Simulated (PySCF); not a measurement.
H₂Cl₂Si, SMILES Cl[SiH2]Cl. Heavy atoms are numbered as in [Cl:1][SiH2:2][Cl:3]. Hydrogens are named by the atom that carries them.

Coordinates come from a B3LYP-D3(BJ)/def2-TZVP optimisation.

The numbers are results of HF/pcSseg-2 (PySCF), not measurements.

GIAO shieldings, no solvent; atoms alike by connectivity are averaged. δ = σ(ref) − σ: ³⁵Cl against HCl (σ = 947.2 ppm); ²⁹Si against TMS (σ = 383.2 ppm); ¹H against TMS (σ = 31.98 ppm), references at their B3LYP-D3(BJ)/def2-TZVP geometries, non-relativistic (without spin–orbit terms, shifts of atoms bonded to Cl or Br come out too high).

| nucleus | atoms | count | δ (ppm) |
|---|---|---|---|
| ³⁵Cl | Cl1 | 2 | -4.4 |
| ²⁹Si | Si2 (SiH2) | 1 | -12.8 |
| ¹H | H on Si2 | 2 | 5.32 |
